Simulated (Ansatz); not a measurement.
Calculated with Ansatz (gas phase, PBE0-D4/def2-TZVP geometries, no zero-point term in ΔE). CCSD(T)/CBS is the MP2 limit (def2-TZVPP, def2-QZVPP) plus CCSD(T) − MP2 in def2-TZVPP, frozen cores. This one scheme is used for every species. DFT in def2-TZVPP. Elements past krypton have def2 core potentials. For I outer-core shells are correlated without core-valence functions, which leaves a few kJ/mol of doubt a bond. Each species was taken in one conformer, which may not be the lowest.

`[SiH3]OCI` + H₂ → `CI` + `O[SiH3]`  (hydrogenolysis of a C–O bond)

CCSD(T)/CBS gives -1.10 eV.

Question: Another level gave -1.06 eV. Which?
A. PBE0-D4/def2-TZVPP
B. PBE0/def2-TZVPP
C. PBE-D4/def2-TZVPP
D. r2SCAN-D4/def2-TZVPP

Answer: A. PBE0-D4 -1.06, PBE0 -1.14, r2SCAN-D4 -1.01, PBE-D4 -0.95 eV.

Largest T1 diagnostic among the species: 0.011.

From PBE to PBE0 (25 % exact exchange), in def2-TZVPP and without D4, ΔE moves by −0.10 eV. The D4 term adds +0.14 eV with B3LYP and +0.08 eV with PBE0; it sums over pairs of atoms, weighted by their polarisabilities, and B3LYP, whose exchange is more repulsive, gets the larger term.

B3LYP here is the variant with VWN-RPA as its local correlation; programs differ in this.
